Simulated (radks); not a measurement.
Q: Coherent X-ray form factor from a spherical all-electron density. Method: non-relativistic Kohn-Sham, LDA (Slater exchange, Perdew-Wang correlation), spin-polarised, spherical densities, point nucleus; computed with a radial shooting solver on a logarithmic mesh with Libxc functionals.

sin(theta)/lambda (1/angstrom),f0 (electrons)
0.05,23.355
0.1,21.809
0.15,19.984
0.2,18.186
0.25,16.491
0.3,14.919
0.4,12.224
0.5,10.190
0.6,8.761
0.8,7.097
1,6.130
1.25,5.124
1.5,4.175
2,2.691

The species is in the configuration that NIST lists as its ground one. Which atom or ion scatters so?

A: Neutral chromium, [Ar] 3d5 4s1. Extrapolating in s^2 from the first two rows gives f0(0) = 23.9, near the electron count 24; among species with that count, the fall with angle is slower the higher Z, and the table is that of Z = 24; from so few rows the species is fixed only to a neighbour or two.
